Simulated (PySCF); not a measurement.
Several orderings of computed values.

All species are isolated and taken at one optimised geometry, non-relativistic unless stated; the electronic structure was computed with PySCF and density fitting.

The conformers computed, where there is a choice (atom-mapped SMILES and torsion angles):
- `[CH3:1][C:2](=[O:3])[c:4]1[cH:5][cH:6][cH:7][s:8]1`: C1–C2–C4–C5 178°
- `[CH2:1]=[CH:2][c:3]1[n:4][n:5][cH:6][s:7]1`: C1–C2–C3–N4 0°
- `[CH3:1][NH:2][SiH2:3][C@@H:4]([SiH3:5])[SiH2:6][F:7]`: C1–N2–Si3–C4 -56°, N2–Si3–C4–Si5 -176°, Si3–C4–Si6–F7 180°
- `[PH2:1][SiH2:2][Cl:3]`: H–P1–Si2–Cl3 -76°, H–P1–Si2–Cl3 -169°

The conformers of `C#C[C@@H]1CC(=O)CS1` aren't listed.

Question: Rank by static isotropic polarisability, lowest first (PBE0/def2-SVPD at GFN2-xTB geometries).
A. `CN[SiH2][C@@H]([SiH3])[SiH2]F`
B. `C=CC1=NN=CS1`
C. `C#C[C@@H]1CC(=O)CS1`
D. `CC(=O)c1cccs1`

Answer: B (80.6 au), C (87.1 au), D (90.3 au), A (110.0 au).

Question: Rank by smallest rotational constant, highest first (PBE0-D3(BJ)/def2-SVP).
A. `CC(Cl)(Cl)Br`
B. `O=[C][O-]` [radical]
C. `c1c(c([n-]c1)F)C#N`
D. `P[SiH2]Cl`

Answer: B (11.577 GHz), D (2.012 GHz), C (1.277 GHz), A (1.189 GHz).

Give the two extremes of that set in cm⁻¹.

`CC(Cl)(Cl)Br`: 0.0397 cm⁻¹; `O=[C][O-]` [charge -1 and doublet state]: 0.3862 cm⁻¹.

Question: Rank by lowest singlet excitation, lowest first (TDDFT PBE0/def2-SVPD at GFN2-xTB geometries).
A. `CN[SiH2][C@@H]([SiH3])[SiH2]F`
B. `C#C[C@@H]1CC(=O)CS1`
C. `CC(=O)C1=CC=CS1`
D. `C=CC1=NN=CS1`

Answer: C (3.78 eV), D (4.11 eV), B (4.26 eV), A (5.69 eV).
